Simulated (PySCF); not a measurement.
EPR parameters of C7H11O

Compound: C7H11O (doublet state).
Geometry (GFN2-xTB, Å), atoms numbered from 1 in this order:
```
atom  x, y, z in Å
C1     2.858   -0.036    0.530
C2     1.783   -0.748   -0.195
C3     0.702   -0.023   -0.875
C4    -0.364    0.562    0.124
C5    -1.135   -0.526    0.798
C6    -2.394   -0.494    0.396
C7    -2.581    0.649   -0.554
O8    -1.336    1.327   -0.570
H9     2.979    0.977    0.152
H10    3.808   -0.566    0.435
H11    2.646    0.030    1.605
H12    1.680   -1.808   -0.035
H13    0.166   -0.673   -1.569
H14    1.089    0.839   -1.424
H15    0.159    1.221    0.828
H16   -0.667   -1.222    1.468
H17   -3.200   -1.149    0.667
H18   -2.843    0.300   -1.565
H19   -3.359    1.349   -0.224
```

The hyperfine couplings belong to this conformer and change with its torsions.

Identity: `C[CH]C[C@@H]1C=CCO1` [radical].

Theory: UKS B3LYP, pcH-1 on C H O, non-relativistic, mean-field spin-orbit, GIAO in PySCF 2.14.0. Geometry: GFN2-xTB, one conformer, isolated molecule. Couplings are sensitive to structure, and on GFN2-xTB geometries they can be far from those on DFT ones. No stability test was run, so a lower SCF solution isn't excluded.

| Item | Value |
| --- | --- |
| g1, g2, g3 | 2.00216, 2.00285, 2.00298 |
| g_iso | 2.00266 |
| Form of g | rhombic: the two nearest values differ by 16 % of g3 − g1 |
| ⟨S²⟩ | 0.7540 (exact 0.7500) |
| HOMO–LUMO gap, α and β orbitals | 5.07, 5.26 eV |
| Total energy | -348.52580 Eh |
| Basis functions | 310 |

Hyperfine couplings atom by atom, in MHz; T1 to T3 are the principal values of the dipolar part:

| atom | isotope | a_iso | T1 | T2 | T3 | Mulliken spin population |
| --- | --- | --- | --- | --- | --- | --- |
| C1 | 13C | -32.7 | -2.5 | 0.1 | 2.3 | -0.08 |
| C2 | 13C | 102.4 | -79.5 | -78.6 | 158.1 | 1.01 |
| C3 | 13C | -34.0 | -2.0 | -0.6 | 2.6 | -0.09 |
| C4 | 13C | 89.3 | -7.3 | -6.9 | 14.1 | 0.06 |
| C5 | 13C | -1.9 | -1.3 | 0.4 | 1.0 | 0.00 |
| C6 | 13C | 0.3 | -0.7 | -0.2 | 1.0 | 0.00 |
| C7 | 13C | 0.9 | -0.3 | -0.3 | 0.6 | 0.00 |
| O8 | 17O | -3.1 | -5.3 | 2.3 | 2.9 | 0.01 |
| H9 | 1H | 12.9 | -4.6 | -3.9 | 8.5 | 0.01 |
| H10 | 1H | 70.0 | -4.8 | -4.5 | 9.4 | 0.03 |
| H11 | 1H | 142.8 | -5.3 | -2.9 | 8.3 | 0.06 |
| H12 | 1H | -59.6 | -37.8 | -0.3 | 38.1 | -0.04 |
| H13 | 1H | 23.0 | -4.9 | -4.0 | 9.0 | 0.01 |
| H14 | 1H | 53.6 | -4.6 | -4.3 | 8.9 | 0.02 |
| H15 | 1H | -4.8 | -4.9 | -1.6 | 6.5 | 0.00 |
| H16 | 1H | 2.4 | -3.4 | -2.1 | 5.5 | 0.00 |
| H17 | 1H | -0.4 | -0.8 | -0.6 | 1.4 | 0.00 |
| H18 | 1H | 0.7 | -0.8 | -0.7 | 1.5 | 0.00 |
| H19 | 1H | 5.5 | -0.6 | -0.5 | 1.1 | 0.00 |

The largest Mulliken spin populations are on C2 (+1.01), C3 (-0.09), C1 (-0.08) and C4 (+0.06). No atom but C2 exceeds +0.15. The positive populations add up to 1.22 and the negative ones to -0.22, together 2S = 1. The angles at C2 add up to 358.7°, so it is planar; its axial dipolar tensor and the negative coupling of its proton fit spin in a p orbital normal to that plane.

Axes: g3 points within 7° of the C2–H12 bond.

Under fast tumbling the dipolar parts average out, and these isotropic splittings remain (the largest six): 3 × 1H (H9/H10/H11, I = 1/2, 4 lines) with 2.69 mT, 1 × 1H (H12, I = 1/2, 2 lines) with 2.13 mT, 1 × 1H (H14, I = 1/2, 2 lines) with 1.91 mT, 1 × 1H (H13, I = 1/2, 2 lines) with 0.82 mT, 1 × 1H (H19, I = 1/2, 2 lines) with 0.20 mT and 1 × 1H (H15, I = 1/2, 2 lines) with 0.17 mT.

Means are taken over nuclei equivalent by connectivity, which assumes that they swap fast. The three 1H nuclei of mean +75.3 MHz run from 12.9 to 142.8 MHz in the frozen geometry.

The 13C coupling of C2 (102.4 MHz) shows only in satellite lines or after enrichment, since that isotope makes up about 1.07 % of natural carbon.

β density exceeds α density at some nuclei, such as C3 (-0.0302), C1 (-0.0291) and H12 (-0.0133), spin density in bohr⁻³. In a single determinant that takes different orbitals for the two spins, that is spin polarisation.
